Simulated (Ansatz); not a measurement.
```xyz
8

B     0.327   -1.144   -1.202
B     0.012   -0.043   -0.046
C     0.187    0.556    1.303
C    -0.676    1.157    0.496
H     1.197   -0.979   -2.009
H    -0.300   -2.162   -1.289
H     0.613    0.621    2.294
H    -1.359    1.994    0.452
```

Charge 0, multiplicity 1.

Question: List the CAM-B3LYP/def2-TZVPP orbital energies in eV (Ansatz 0.2.0). (An estimate is asked.)

Answer: Computed: Occupied: -279.38, -279.35, -185.37, -184.92, -24.81, -17.39, -16.44, -15.79, -12.43, -11.45, -10.51, -9.94, -9.35. Lowest empty: -0.50, 0.92, 1.66, 2.04, 3.00, 3.17, 3.53, 4.10.
